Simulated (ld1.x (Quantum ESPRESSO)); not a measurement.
# What the settings do to the ultrasoft potential of Ho (Z = 67)

Base potential:

ld1.x (Quantum ESPRESSO) 7.5 input, shortened:

```
&input
   title='Ho', zed=67., rel=1, dft='BP', iswitch=3,
   config='[Xe] 4f11 5d0 6s1 6p1'
 /
 &inputp
   pseudotype=3, tm=.true., lloc=-1, rcloc=2.95,
   nlcc=.false.,
   which_augfun='PSQ', rmatch_augfun=0.80
 /
8
5S  1  0   2.00   0.00  1.85  2.25  0.0
6S  2  0   1.00   0.00  1.85  2.25  0.0
5P  2  1   6.00   0.00  2.10  2.65  0.0
6P  3  1   1.00   0.00  2.10  2.65  0.0
5D  3  2   0.00   0.00  2.70  3.40  0.0
5D  3  2   0.00   1.25  2.70  3.40  0.0
4F  4  3  11.00   0.00  0.75  0.85  0.0
4F  4  3   0.00   1.15  0.75  0.85  0.0
 &test
   configts(1)='4f11 5s2 5p6 5d0 6s1 6p1'
 /
```

Cutoffs, loose and tight: the cutoffs (Ry, on a coarse ladder) from which the occupation-weighted sum of valence levels, in a spherical-Bessel basis at the reference potential, stays within 10 and 1 mRy of its value at 400 Ry. They do not see the model core or the augmentation charge, which bear on the density cutoff. Test errors are all-electron minus pseudo excitation energies from the reference, over the configurations 4f11 5s2 5p6 5d0 6s2 6p0; 4f11 5s2 5p6 5d0 6s1 6p0; 4f11 5s2 5p6 5d0 6s0 6p0; 4f10 5s2 5p6 5d0 6s2 6p0; 4f11 5s2 5p6 5d1 6s0 6p0; 4f11 5s2 5p5 5d0 6s2 6p0; 4f11 5s2 5p6 5d0.5 6s1.5 6p0. A dash means not determined; rows that change the core or the reference have their own tests. The largest error is taken over the tests solved by every variant that gives reliable tests at all: 4f11 5s2 5p6 5d0 6s0 6p0; 4f11 5s2 5p6 5d0 6s1 6p0; 4f11 5s2 5p6 5d0 6s2 6p0.

```tsv
change	outcome	cutoff, loose	cutoff, tight	bound ghosts	largest test error (meV)
base	generated	300 Ry	over 300 Ry	none	-5.2
core correction a·sin(br)/r model core inside 0.36 bohr	generated	300 Ry	over 300 Ry	none	-5.8
core correction a·sin(br)/r model core inside 0.48 bohr	generated	300 Ry	over 300 Ry	none	-5.8
core correction a·sin(br)/r model core inside 0.54 bohr	generated	300 Ry	over 300 Ry	none	-5.8
core correction a·sin(br)/r model core inside 0.64 bohr	generated	300 Ry	over 300 Ry	none	-5.7
core correction a·sin(br)/r model core inside 0.74 bohr	generated	300 Ry	over 300 Ry	none	-5.7
core correction a·sin(br)/r model core inside 0.84 bohr	generated	300 Ry	over 300 Ry	none	-5.6
core correction a·sin(br)/r model core inside 0.92 bohr	generated	300 Ry	over 300 Ry	none	-5.6
core correction a·sin(br)/r model core inside 1.00 bohr	generated	300 Ry	over 300 Ry	none	-5.5
```
